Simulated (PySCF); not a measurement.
CF₂, charge +1, multiplicity 2. Atoms are numbered in the order given.

```xyz
3

F      0.0000    -1.0748    -0.1409
C      0.0000     0.0000     0.4228
F      0.0000     1.0748    -0.1409
```
Charge +1, spin multiplicity 2.

The structure is a stationary point at PBE0-D3(BJ)/def2-TZVP. The isomer is the one that the SMILES or the coordinates give; other isomers of the formula were not compared.

All values below come from PySCF with r2SCAN/def2-TZVPD.

Mulliken values depend strongly on the basis, most of all with diffuse functions as here. Atomic charges (e):

```tsv
atom	Mulliken	meta-Löwdin	Mulliken spin
F1	0.11	…	0.10
C2	0.78	…	0.80
F3	0.11	…	0.10
```

Complete the blanks. (Estimate from the structure and the level; the computed values follow.)


- F1, meta-Löwdin: 0.06
- C2, meta-Löwdin: 0.89
- F3, meta-Löwdin: 0.06
